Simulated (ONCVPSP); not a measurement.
**Nb (Z = 41), ONCV: configuration errors across variants**

```
Element                 : Nb (Z = 41)
Generator               : ONCVPSP 4.0.1
Type                    : optimised norm-conserving Vanderbilt (ONCV)
Functional              : PBE
Relativity              : scalar-relativistic
Frozen core             : [Ar] 3d10
Valence charge          : 13
Reference configuration : 4s2 4p6 4d4 5s0.5 5p0.5
Partial waves           : 4s+5s: rc 1.95 bohr, ncon 5, nbas 8, qcut 6.9 1/bohr, 2 projectors; 4p+5p: rc 2.00 bohr, ncon 3, nbas 7, qcut 6.4 1/bohr, 2 projectors; 4d: rc 1.65 bohr, ncon 4, nbas 8, qcut 5.6 1/bohr, local
Local potential         : the d channel
Core correction         : Teter function, fcfact 5, rcfact 1.1
```

All-electron excitation energies from the reference (eV): (1) 4s2 4p6 4d4 5s1 5p0 -1.455; (2) 4s2 4p6 4d4 5s0 5p0 5.183; (3) 4s2 4p6 4d3 5s0 5p0 19.223; (4) 4s2 4p6 4d5 5s0 5p0 -0.185.

A true bound ghost makes a file unfit for plane-wave use even where its test errors are small: the radial tests pick states by their node count and pass the ghost by.

Errors AE − PS in meV (a dash: test not solved or not reliable):

```tsv
change	(1)	(2)	(3)	(4)	bound ghosts	GHOST(+) flags above zero
base	+0.2	-1.4	-0.9	-2.9	none	s
all radii but the core radius scaled by about 0.79 (s 1.54, p 1.58, d 1.30 bohr)	+0.2	-1.2	+0.7	-2.4	none	none
all radii but the core radius scaled by about 0.95 (s 1.84, p 1.90, d 1.56 bohr)	+0.2	-1.4	-0.4	-2.7	none	s
all radii but the core radius scaled by about 1.16 (s 2.26, p 2.32, d 1.90 bohr)	+0.2	-1.5	-2.7	-3.6	none	s, p
all radii but the core radius scaled by about 1.21 (s 2.36, p 2.42, d 2.00 bohr)	+0.1	-1.5	-3.8	-3.8	none	s, p
all radii but the core radius scaled by about 1.30 (s 2.54, p 2.60, d 2.16 bohr)	+0.1	-1.5	-6.1	-4.3	none	s, p
```

(1) Give the same row for: all radii but the core radius scaled by about 0.88 (s 1.70, p 1.76, d 1.44 bohr).

Answers

(1) +0.1, -1.0, +0.3, -1.6; bound ghosts: s; GHOST(+) flags above zero: none.
